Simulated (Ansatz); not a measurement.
**Molecular dynamics of CH$_{6}$FNOSi**

The input (input.yaml):

```yaml
crystal:
  periodic: [false, false, false]
  atoms:
    - { symbol: Si, position_ang: [0.070906, 0.079664, -0.008775] }
    - { symbol: C, position_ang: [-0.068804, 0.026987, 1.841713] }
    - { symbol: H, position_ang: [-1.007047, -0.386435, 2.115146] }
    - { symbol: H, position_ang: [0.68002, -0.65402, 2.164919] }
    - { symbol: H, position_ang: [0.095959, 0.990321, 2.253523] }
    - { symbol: O, position_ang: [1.720317, 0.171594, -0.533613] }
    - { symbol: H, position_ang: [1.914889, -0.724734, -0.989091] }
    - { symbol: "N", position_ang: [-0.917225, 1.500727, -0.472831] }
    - { symbol: H, position_ang: [-0.53691, 2.278929, 0.08917] }
    - { symbol: H, position_ang: [-0.635159, 1.782412, -1.463812] }
    - { symbol: F, position_ang: [-0.567451, -1.240105, -0.770485] }
basis:
  gaussian: { orbitals: STO-3G }
hamiltonian:
  xc: b3lyp
  dispersion: d4
md:
  timestep: 2.0
  n_steps: 40
  ensemble: nve
  temperature: 500.0
  initial_velocities: maxwell_boltzmann
  seed: 156933
```

Command:

```bash
$ ansatz run input.yaml --threads 1 --pin off --max-ram 2048MiB --backend cpu --events-out ev --progress --plain --runs-dir out
```

It goes on from the last frame of an earlier run, with new velocities.

Output, in part (step lines, the closing report, with atoms numbered from 0):

```
md step     0: t =     0.00 fs  T =   500.0 K  F+E_penalty+E_count = -15075.69445755 eV  E_kin = 0.581670 eV  conserved = -15075.11278755 eV  (21 SCF iters)
[... lines left out ...]
Total energy: -15075.43761965 eV, -554.0121140234 hartree
Atom 0 at    -0.000344     0.092198     0.053624 Å, force     1.259806     0.297525    -1.623145 eV/Å
Atom 1 at     0.085591    -0.084324     1.906577 Å, force    -0.340797     0.290761     1.636769 eV/Å
Atom 2 at    -0.807532     0.417481     2.409254 Å, force     1.463818    -0.384760    -0.448752 eV/Å
Atom 3 at     0.002938    -1.168441     2.191114 Å, force     0.380124     0.883088    -0.186857 eV/Å
Atom 4 at     1.091239     0.347157     2.289531 Å, force    -2.025890    -0.786677    -0.505219 eV/Å
Atom 5 at     1.593556     0.156976    -0.496860 Å, force     0.480598    -2.165503     1.578058 eV/Å
Atom 6 at     1.738849     0.959049    -1.029539 Å, force    -0.116399     1.975101    -1.254731 eV/Å
Atom 7 at    -0.705817     1.548020    -0.745484 Å, force    -1.846104    -1.021695    -0.887392 eV/Å
Atom 8 at    -1.384475     2.021993    -0.092162 Å, force    -0.052934     0.291294     0.322077 eV/Å
Atom 9 at    -1.433738     1.126748    -1.469636 Å, force     1.333213     0.756159     0.992374 eV/Å
Atom 10 at    -0.539640    -1.232971    -0.740496 Å, force    -0.535435    -0.135294     0.376819 eV/Å
Dipole moment:    -0.433193     0.138916     0.239776 e Å
```

The steps, from the saved trajectory:

| time (fs) | T (K) | potential energy less start (eV) | conserved less start (meV/atom) |
| --- | --- | --- | --- |
| 0.0 | 500 | 0.000 | 0.00 |
| 2.0 | 458 | 0.073 | 2.18 |
| 4.0 | 417 | 0.110 | 1.22 |
| 6.0 | 336 | 0.244 | 4.78 |
| 8.0 | 435 | 0.057 | -1.63 |
| 10.0 | 330 | 0.261 | 5.83 |
| 12.0 | 384 | 0.120 | -1.39 |
| 14.0 | 324 | 0.246 | 3.75 |
| 16.0 | 390 | 0.137 | 0.87 |
| 18.0 | 402 | 0.107 | -0.63 |
| 20.0 | 320 | 0.258 | 4.43 |
| 22.0 | 368 | 0.160 | 0.65 |
| 24.0 | 333 | 0.233 | 3.52 |
| 26.0 | 438 | 0.075 | 0.24 |
| 28.0 | 357 | 0.201 | 3.16 |
| 30.0 | 353 | 0.173 | 0.17 |
| 32.0 | 367 | 0.171 | 1.50 |
| 34.0 | 380 | 0.171 | 2.81 |
| 36.0 | 450 | 0.040 | -1.62 |
| 38.0 | 321 | 0.260 | 4.77 |
| 40.0 | 332 | 0.200 | 0.37 |
| 42.0 | 323 | 0.240 | 3.10 |
| 44.0 | 442 | 0.086 | 1.66 |
| 46.0 | 484 | 0.017 | -0.16 |
| 48.0 | 421 | 0.121 | 2.65 |
| 50.0 | 419 | 0.098 | 0.41 |
| 52.0 | 357 | 0.216 | 4.57 |
| 54.0 | 435 | 0.064 | -1.13 |
| 56.0 | 359 | 0.214 | 4.59 |
| 58.0 | 368 | 0.156 | 0.21 |
| 60.0 | 332 | 0.237 | 3.74 |
| 62.0 | 391 | 0.136 | 0.85 |
| 64.0 | 382 | 0.162 | 2.32 |
| 66.0 | 347 | 0.192 | 1.27 |
| 68.0 | 312 | 0.265 | 4.19 |
| 70.0 | 334 | 0.209 | 1.45 |
| 72.0 | 309 | 0.270 | 4.31 |
| 74.0 | 345 | 0.185 | 0.49 |
| 76.0 | 258 | 0.350 | 6.23 |
| 78.0 | 369 | 0.137 | -1.40 |
| 80.0 | 325 | 0.257 | 4.86 |

The run went to its last step. The conserved energy wandered by up to 6.2 meV per atom (net 4.9 meV per atom), which is poor conservation. A step of 2 fs is long for free X–H stretches (periods near 10 fs) and can bias their spread and the temperature. A run of 0.08 ps of so small a system gives no equilibrium averages. Limits of this set-up: minimal basis.

The same pairs are bonded in the first frame and the last. Pairs count as bonded within 1.25 times the sum of covalent radii (0.12 Å more for H–H).

Last frame:

```xyz
11
Properties=species:S:1:pos:R:3
Si 0.000 0.092 0.054
C 0.086 -0.084 1.907
H -0.807 0.417 2.409
H 0.003 -1.168 2.191
H 1.091 0.347 2.289
O 1.594 0.157 -0.497
H 1.739 0.959 -1.030
N -0.706 1.548 -0.746
H -1.385 2.022 -0.092
H -1.434 1.127 -1.470
F -0.540 -1.233 -0.741
```

Time of the run: 78 s on 1 thread of Arm Neoverse V2 (shared host), peak memory 0.099 GiB.
